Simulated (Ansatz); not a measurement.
System: sum formula YOF, net charge -1, doublet state. The spin state was set by rule; other spins were not relaxed. 
Coordinates optimised at B3LYP-D3(BJ)/def2-TZVP (Ansatz, an electronic-structure program):
```
Y
O 1 1.8694
F 1 2.0957 2 114.79
```
Charge -1, spin multiplicity 2.

Total electronic energies in hartree. Cores are frozen in the correlated levels unless marked. UHF or UKS for open shells. No spin-orbit coupling. Frozen are the shells of the preceding noble gas and the d and f shells that filled before the atom's block. In def2 rows, elements after Kr have scalar-relativistic effective core potentials. CBS(X,Y): correlation extrapolated as X^-3; Hartree-Fock from the larger set. [CCSD(T)-MP2]/basis is that difference in the basis named.

| level | program | energy (Eh) |
|---|---|---|
| SVWN5/def2-TZVPD | Ansatz | -212.35554 |
| r2SCAN/def2-TZVPD | Ansatz | -213.55319 |
| CAM-B3LYP-D3(BJ)/def2-TZVPD | Ansatz + dftd3 | -213.53481 |
| LC-wPBE-D3(BJ)/def2-TZVPD | Ansatz + dftd3 | -213.52654 |
| B2GP-PLYP/def2-TZVPD | Ansatz | -213.31858 |
| B2PLYP/def2-TZVPD | Ansatz | -213.38165 |
| RI-MP2/def2-QZVPPD | Ansatz | -213.03159 |
| CCSD/def2-TZVPPD | Ansatz | -212.95614 |
| RI-MP2/CBS(def2-TZVPPD,def2-QZVPPD)+[CCSD(T)-MP2]/def2-TZVPPD | Ansatz | -213.0707 |

Totals of different functionals don't rank their quality; only differences between species are comparable.
